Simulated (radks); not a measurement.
All-electron atom: Lu9+ in [Kr] 4d10 4f12 5s2 5p2. Method: Dirac Kohn-Sham, LB94 model potential, spin-unpolarised, spherical densities, finite nucleus; open shells fill j = l - 1/2 first; Fermi nuclear charge, rms radius 5.37 fm; computed with a radial shooting solver on a logarithmic mesh with Libxc functionals.

Normalised radial functions P(r) = r R(r) (large component), r in bohr:

| r | 5s1/2 |
|---|---|
| 0.002097 | 0.1081 |
| 0.002753 | 0.1291 |
| 0.003613 | 0.1513 |
| 0.004743 | 0.1727 |
| 0.006275 | 0.1903 |
| 0.008237 | 0.1975 |
| 0.01081 | 0.1876 |
| 0.01419 | 0.1515 |
| 0.01863 | 0.0814 |
| 0.02445 | -0.0244 |
| 0.03209 | -0.1531 |
| 0.04212 | -0.2683 |
| 0.05529 | -0.3091 |
| 0.07258 | -0.2113 |
| 0.09526 | 0.0376 |
| 0.125 | 0.3308 |
| 0.1641 | 0.4435 |
| 0.2154 | 0.1880 |
| 0.2828 | -0.3296 |
| 0.3712 | -0.6524 |
| 0.4911 | -0.3545 |
| 0.6446 | 0.4124 |
| 0.8461 | 1.0541 |
| 1.111 | 1.1217 |
| 1.458 | 0.7177 |
| 1.913 | 0.2755 |
| 2.511 | 0.0574 |
| 3.297 | 0.0056 |

5s1/2: eigenvalue -210.70 eV, 4 radial nodes at r = 0.0231, 0.0920, 0.239, 0.562 bohr, <r> = 1.07 bohr, 90 % of the charge inside 1.51 bohr.
